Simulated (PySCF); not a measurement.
# Radial density of Ge²⁺ (germanium, charge +2)

M06, [Ar] 3d10 4s1 5s1, high-spin 3S determinant (an excited configuration). Computed with PySCF 2.14 in aug-cc-pVQZ-PP with ECP10MDF (7s6p5d3f2g, 89 functions), with a scalar-relativistic core potential. This is the valence pseudo-density: the core potential removes the inner electrons and smooths the orbitals near the nucleus.

```
r (bohr)  4πr²ρ (e/bohr)  4πr²(ρα − ρβ)
 0.00101       1.221e-05         0.0000
 0.00170       3.415e-05         0.0000
 0.00286       9.373e-05         0.0000
 0.00480       0.0002463         0.0000
 0.00808       0.0006037         0.0001
  0.0136        0.001380         0.0001
  0.0229        0.002889         0.0002
  0.0385        0.007357         0.0004
  0.0647         0.04557         0.0005
   0.109          0.4350         0.0001
   0.183           3.085         0.0001
   0.308           14.13         0.0618
   0.518           28.72         0.1334
   0.871           14.11         0.0442
    1.46           2.490         0.7780
    2.46          0.3754         0.3283
    4.14          0.3595         0.3595
    6.97         0.03992         0.0399
    11.7       7.258e-05         0.0001
```

Energies and moments cover only the electrons outside the core potential. The outer electron is Rydberg-like, and this basis confines it to a smaller radius and binds it less than a complete one would.
